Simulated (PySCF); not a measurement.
C₄H₄ClF, SMILES C=C(F)/C=C\Cl. Atoms are numbered in the order given.

```xyz
10

C      0.1076    -2.6707     0.0000
C     -0.0387    -1.3377     0.0000
F     -1.2723    -0.8128     0.0000
C      1.0622    -0.3857     0.0000
C      1.0435     0.9579     0.0000
Cl    -0.3509     1.9818     0.0000
H     -0.7668    -3.3225     0.0000
H      1.1028    -3.1147     0.0000
H      2.0548    -0.8442     0.0000
H      1.9776     1.5230     0.0000
```
Charge 0, spin multiplicity 1.

The structure is a stationary point at B3LYP-D3(BJ)/def2-SVP. The structure was generated by enumeration; whether it is a known compound was not checked. Other conformers were not sampled.

Computed with M06-2X/def2-TZVP run with PySCF.

Symmetry labels are those of the subgroup Cs that the program uses (full group Cs).

Computed valence orbital energies around the gap with their symmetry:
```csv
orbital,symmetry,energy (eV)
HOMO−7,A',-14.85
HOMO−6,A',-13.29
HOMO−5,A',-13.11
HOMO−4,A',-12.26
HOMO−3,A",-12.11
HOMO−2,A',-10.24
HOMO−1,A",-10.21
HOMO,A",-8.03
LUMO,A",-0.58
LUMO+1,A',1.88
LUMO+2,A',2.10
LUMO+3,A",2.66
```
